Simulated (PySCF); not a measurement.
Species: C3H6N2OSi2.
Numbering: `[N:1]#[C:2][C:3]1=[N:4][Si@@H:5]([O:6][SiH3:7])[CH2:8]1`

Geometry (GFN2-xTB, Å), atoms numbered from 1 in this order:
```
atom  x, y, z in Å
N1    -1.611    3.570    1.579
C2    -1.268    2.690    0.928
C3    -0.903    1.562    0.162
N4     0.078    1.509   -0.666
Si5   -0.270   -0.189   -1.117
O6     0.848   -1.258   -0.693
Si7    2.161   -1.819    0.101
C8    -1.610    0.236    0.206
H9    -0.648   -0.438   -2.489
H10    3.223   -1.855   -0.899
H11    2.466   -0.923    1.214
H12    1.736   -3.141    0.554
H13   -2.656    0.296   -0.084
H14   -1.547   -0.240    1.183
```

Definitions: NICS(0) = −σiso at the ring centroid; NICS(1) = −σiso and NICS(1)zz = −σzz at ±1 Å along the ring normal z. Level: GIAO PBE0/pcSseg-1 (PySCF, non-relativistic, gas phase) on the GFN2-xTB geometry, one conformer.

Ring bond lengths (Å), with Mayer bond orders in brackets: C3–N4 1.285 (1.78), N4–Si5 1.790 (0.93), Si5–C8 1.929 (0.85), C8–C3 1.503 (0.94).

Q: Give the NICS values of each ring in ppm.

A: 
```json
{"ring": "C3–N4–Si5–C8", "type": "4-membered ring with N and Si; formal bonds 1 double, 3 single", "NICS(0)": "5.3", "NICS(1), two faces": "-2.7 / -3.7", "NICS(1)zz, two faces": "3.3 / 1.0", "rms pucker (Å)": "0.01", "centre to ring atoms, mean (Å)": "1.14"}
```

Q: What do they say, and how far can they be read as aromaticity?

A: 
- C3–N4–Si5–C8: mean NICS(1)zz 2.2 ppm, near zero. Si5, C8 have four or more neighbours; no verdict on aromaticity is drawn. NICS(0) lies 9 ppm above the mean NICS(1).
